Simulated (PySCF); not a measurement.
**`C1(F)(F)[C@H](F)C[C@@H](Cl)C1`, C$_{5}$H$_{6}$ClF$_{3}$**

Geometry:
| atom | x (Å) | y (Å) | z (Å) |
| --- | --- | --- | --- |
| F1 | -0.377 | -0.729 | 2.022 |
| C2 | -0.476 | -1.007 | 0.683 |
| C3 | 0.898 | -0.918 | 0.031 |
| C4 | 1.111 | 0.590 | -0.109 |
| Cl5 | 2.365 | 0.968 | -1.315 |
| C6 | -0.259 | 1.147 | -0.514 |
| C7 | -1.278 | 0.118 | -0.014 |
| F8 | -2.211 | 0.659 | 0.800 |
| F9 | -1.980 | -0.422 | -1.050 |
| H10 | -0.971 | -1.978 | 0.592 |
| H11 | 0.866 | -1.391 | -0.951 |
| H12 | 1.662 | -1.396 | 0.641 |
| H13 | 1.447 | 1.019 | 0.837 |
| H14 | -0.342 | 1.227 | -1.599 |
| H15 | -0.460 | 2.122 | -0.075 |

Theory: TDDFT B3LYP/aug-cc-pVDZ circular dichroism and optical rotation, one conformer, gas phase in PySCF. Geometry: GFN2-xTB.

**Question.** Draw the ECD and absorption spectra from the lowest 12 states, each a Gaussian of half-width 0.35 eV at 1/e height.

**Answer.** 
```tsv
E (eV)	λ (nm)	Δε (L mol⁻¹ cm⁻¹)	ε (L mol⁻¹ cm⁻¹)
6.50	191	-0.20	5.58
6.65	186	-0.59	25
6.80	182	-1.23	103
6.95	178	-1.86	359
7.10	175	-2.07	964
7.25	171	-1.72	1890
7.40	168	-1.22	2710
7.55	164	-1.17	2960
7.70	161	-1.32	2750
7.85	158	-0.03	2550
8.00	155	+3.85	2540
8.15	152	+8.66	2500
```
Δε uses R in velocity form, ε uses f in length form. Only the states computed contribute, so the short-wavelength end is incomplete.
